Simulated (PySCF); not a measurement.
A GIAO shielding run with PySCF (density fitting, non-relativistic, gas phase) on `ClC1=C[C@](C)(N[SiH3])[SiH2]C1`, C5H12ClNSi2:

```
$ OMP_NUM_THREADS=1 python probes_run.py task.json out

{"job": {"kind": "nmr", "xc": "PBE0", "basis": "pcSseg-1"}, "charge": 0, "multiplicity": 1}
C      1.123417    -0.626302     1.303745
C      0.201128    -0.205217     0.167823
N      0.983360     0.211859    -0.988207
Si     2.507100     1.013984    -0.978467
C     -0.673744     0.938199     0.626754
C     -1.986203     0.791320     0.563229
Cl    -3.087994     2.052610     1.026201
C     -2.590970    -0.490145     0.090682
Si    -1.073083    -1.574698    -0.321070
H      1.774621    -1.431258     0.974455
H      0.534512    -0.970597     2.151002
H      1.740520     0.210125     1.627240
H      0.367088     0.481489    -1.741196
H      3.511689     0.082948    -0.462337
H      2.732776     1.325786    -2.388552
H      2.577375     2.254894    -0.187893
H     -0.193411     1.848219     0.952047
H     -3.225904    -0.910246     0.871643
H     -3.242151    -0.304097    -0.764606
H     -0.997889    -2.764536     0.527752
H     -0.991156    -1.917393    -1.741311
```

Hardware: 1 thread of an Arm Neoverse V1, shared host. The job also computes population analyses, field gradients, ring-centre shieldings.

(1) How large is the calculation?

(2) How long does it take, and how much memory does it need?

Results:

(1) 94 electrons, 234 basis functions and 1278 auxiliary functions.

(2) 62 s of wall time, with 14 SCF cycles and 5 response iterations; peak memory 1.1 GiB. Times on a shared host scatter by some tens of per cent.
